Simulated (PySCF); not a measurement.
SMILES c1(ccc([SiH3])cc1)O, GFN2-xTB optimised geometry.

```
16

O     -1.46    -3.17     0.00
C     -0.82    -1.98     0.00
C     -1.50    -0.77     0.00
C     -0.80     0.42     0.00
C      0.60     0.45     0.00
Si     1.56     2.06     0.01
C      1.26    -0.78     0.00
C      0.57    -1.98     0.00
H     -2.42    -3.03     0.00
H     -2.58    -0.76     0.00
H     -1.34     1.36     0.00
H      2.58     2.02    -1.04
H      2.22     2.24     1.31
H      0.64     3.17    -0.23
H      2.34    -0.79     0.00
H      1.09    -2.92     0.00
```

Density from PBE/def2-TZVP run with PySCF 2.14.0 at that geometry.

Minimum of the electron density along straight lines between bonded atoms, close to the bond critical point (lines longer than 1.1 times the sum of covalent radii, or with two minima, are not listed):

```
bond     length / Å  ρ at the minimum / e bohr⁻³  ∇²ρ there / e bohr⁻⁵  position (fraction from the first atom)
-------  ----------  ---------------------------  --------------------  ---------------------------------------
O1–C2         1.361                        0.293                 -0.60                                     0.65
C2–C3         1.389                        0.318                 -0.91                                     0.52
C3–C4         1.382                        0.318                 -0.91                                     0.50
C4–C5         1.391                        0.312                 -0.88                                     0.51
C5–Si6        1.884                        0.118                  0.18                                     0.61
C5–C7         1.394                        0.311                 -0.87                                     0.49
C2–C8         1.392                        0.317                 -0.92                                     0.52
C7–C8         1.379                        0.320                 -0.92                                     0.50
O1–H9         0.965                        0.359                 -2.41                                     0.80
C3–H10        1.083                        0.280                 -0.96                                     0.64
C4–H11        1.081                        0.286                 -1.00                                     0.64
Si6–H12       1.465                        0.123                  0.18                                     0.50
Si6–H13       1.467                        0.123                  0.17                                     0.50
Si6–H14       1.464                        0.123                  0.17                                     0.50
C7–H15        1.081                        0.286                 -1.00                                     0.64
C8–H16        1.079                        0.285                 -1.00                                     0.65
```
